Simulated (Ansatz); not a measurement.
A nudged elastic band was laid between two geometries of Cl3HSi + H2O (8 atoms, charge 0, multiplicity 1).

Computed with Ansatz, RKS r2SCAN/6-31G*.

* movable images: 5
* climbing image: yes
* spring: 5.0 eV/Å²
* optimiser: quadratic models (default)
* start path: through a guess of the saddle point
* force threshold: 0.2 eV/Å
* iteration limit: 60
* end points: relaxed

Image 0:

```xyz
8
Properties=species:S:1:pos:R:3
Si 0.353 0.026 -0.127
H 0.485 0.280 1.309
Cl 2.235 0.190 -0.946
Cl -0.821 1.415 -1.087
Cl -0.301 -1.878 -0.549
O -2.090 -0.111 1.382
H -2.703 0.456 0.889
H -2.420 -1.008 1.224
```

Image 6:

```xyz
8
Properties=species:S:1:pos:R:3
Si -0.477 -0.400 -0.731
H -0.521 1.610 2.842
Cl 1.382 -0.743 0.051
Cl -0.653 1.540 -1.298
Cl -0.711 -1.626 -2.351
O -1.645 -0.654 0.382
H -1.695 -1.533 0.788
H -0.940 1.175 2.411
```

Q: Which bonds break or form, and what moves?

A: Bonds broken: Si1–H2, O6–H8. Bonds formed: Si1–O6, H2–H8. Cl3HSi + H2O becomes Cl3HOSi + H2.

Q: Give the energies along the band, and the barrier.

A: The run converged. The highest image is number 3 of 0 to 6, 1.79 eV above the first end and 2.58 eV above the last; the last end lies 0.79 eV below the first. The threshold of 0.2 eV/Å is loose, so the images may lie well off the minimum-energy path. Neighbouring images differ by up to 2.2 eV, so the band resolves the path poorly. The order of the point at the top wasn't checked. The orbitals stay closed-shell, which can raise the energy where a bond breaks towards radicals; this wasn't checked here.

```csv
image,path coordinate (Å),energy (eV),Si1–H2 (Å),O6–H8 (Å),Si1–O6 (Å)
0,0.00,0.00,1.46,0.97,2.87
1,1.11,0.03,1.47,0.97,2.82
2,2.22,0.21,1.48,0.97,2.42
3,3.34,1.79,1.70,1.29,1.85
4,4.82,-0.40,2.98,2.04,1.64
5,6.31,-0.79,4.17,2.69,1.63
6,7.80,-0.79,4.10,2.82,1.63
```

Q: What is the geometry of the highest image?

A: 
```xyz
8
Properties=species:S:1:pos:R:3
Si -0.323 0.032 -0.109
H 0.085 0.134 1.540
Cl 1.769 -0.032 -0.306
Cl -0.751 1.782 -1.087
Cl -0.785 -1.720 -1.131
O -1.903 -0.011 0.852
H -2.482 -0.779 0.705
H -0.872 -0.035 1.631
```

Time of the run: 3.2 min on 4 threads of Arm Neoverse V1, on a shared host, peak memory 0.18 GiB.
